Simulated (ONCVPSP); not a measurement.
**Varying the ONCV potential for Tl (Z = 81)**

Base potential:

- Element: Tl
- Generator: ONCVPSP 4.0.1
- Type: optimised norm-conserving Vanderbilt (ONCV)
- Functional: LDA (Perdew-Zunger)
- Relativity: scalar-relativistic
- Frozen core: [Kr] 4d10 4f14
- Valence charge: 21
- Reference configuration: 5s2 5p6 5d10 6s2 6p1
- Partial waves: 5s+6s: rc 1.30 bohr, ncon 4, nbas 7, qcut 7.2 1/bohr, 2 projectors; 5p+6p: rc 1.95 bohr, ncon 5, nbas 10, qcut 7 1/bohr, 3 projectors, debl 3.5 Ha; 5d: rc 2.10 bohr, ncon 4, nbas 9, qcut 6.4 1/bohr, 1 projector
- Local potential: polynomial inside 1.10 bohr (lpopt 5, dvloc0 1 Ha)
- Core correction: Teter function, fcfact 4.5, rcfact 1.7

All-electron outer shells of the reference configuration (LDA (Perdew-Zunger), scalar-relativistic, ld1.x):

| shell | level (eV) | outermost node (bohr) | outermost maximum (bohr) |
| --- | --- | --- | --- |
| 4d | -374.90 | 0.19 | 0.39 |
| 5s | -131.30 | 0.46 | 0.80 |
| 4f | -114.41 | – | 0.36 |
| 5p | -76.26 | 0.50 | 0.90 |
| 5d | -15.62 | 0.53 | 1.11 |
| 6s | -9.83 | 1.04 | 2.08 |
| 6p | -2.58 | 1.23 | 2.91 |

Cutoffs, loose and tight: the cutoffs (Ha) at which the residual kinetic energy of the hardest occupied pseudo-wave falls to 1 and 0.1 mHa per electron. They do not see the model core or the augmentation charge, which bear on the density cutoff. Test errors are all-electron minus pseudo excitation energies from the reference, over the configurations 5s2 5p6 5d10 6s2 6p0; 5s2 5p6 5d10 6s1 6p0; 5s2 5p6 5d10 6s0 6p0; 5s2 5p6 5d10 6s1 6p2. A dash means not determined; rows that change the core or the reference have their own tests. The largest error is taken over the tests solved by every variant that gives reliable tests at all: 5s2 5p6 5d10 6s1 6p0; 5s2 5p6 5d10 6s1 6p2; 5s2 5p6 5d10 6s2 6p0.

```json
{"change": "base", "outcome": "generated", "cutoff, loose": "38 Ha", "cutoff, tight": "73 Ha", "bound ghosts": "none", "GHOST(+) flags above zero": "s", "largest test error (meV)": "-13"}
{"change": "d: rc 1.5", "outcome": "generated", "cutoff, loose": "38 Ha", "cutoff, tight": "113 Ha", "bound ghosts": "none", "GHOST(+) flags above zero": "s", "largest test error (meV)": "-13"}
{"change": "d: rc 1.82", "outcome": "generated", "cutoff, loose": "38 Ha", "cutoff, tight": "73 Ha", "bound ghosts": "none", "GHOST(+) flags above zero": "s", "largest test error (meV)": "-13"}
{"change": "d: rc 2.02", "outcome": "generated", "cutoff, loose": "38 Ha", "cutoff, tight": "73 Ha", "bound ghosts": "none", "GHOST(+) flags above zero": "s", "largest test error (meV)": "-13"}
{"change": "d: rc 2.22", "outcome": "generated", "cutoff, loose": "38 Ha", "cutoff, tight": "73 Ha", "bound ghosts": "none", "GHOST(+) flags above zero": "s", "largest test error (meV)": "-14"}
{"change": "d: rc 2.44", "outcome": "generated", "cutoff, loose": "38 Ha", "cutoff, tight": "73 Ha", "bound ghosts": "none", "GHOST(+) flags above zero": "s", "largest test error (meV)": "-17"}
{"change": "d: rc 2.66", "outcome": "generated", "cutoff, loose": "38 Ha", "cutoff, tight": "73 Ha", "bound ghosts": "none", "GHOST(+) flags above zero": "s, d", "largest test error (meV)": "-21"}
```

Problem. What comes out with this change to the base: d: rc 3.1?

Solution. outcome: generated; cutoff, loose: 38 Ha; cutoff, tight: 73 Ha; bound ghosts: none; GHOST(+) flags above zero: s; largest test error (meV): -35.

Problem. What comes out with this change to the base: d: rc 1.68?

Solution. outcome: generated; cutoff, loose: 38 Ha; cutoff, tight: 75 Ha; bound ghosts: none; GHOST(+) flags above zero: s; largest test error (meV): -13.

Problem. What comes out with this change to the base: d: rc 2.86?

Solution. outcome: generated; cutoff, loose: 38 Ha; cutoff, tight: 73 Ha; bound ghosts: none; GHOST(+) flags above zero: s, d; largest test error (meV): -26.

Reading the sweep of the d radius (base included, trends over the rows without a ghost): The loose cutoff stays near 38 Ha.
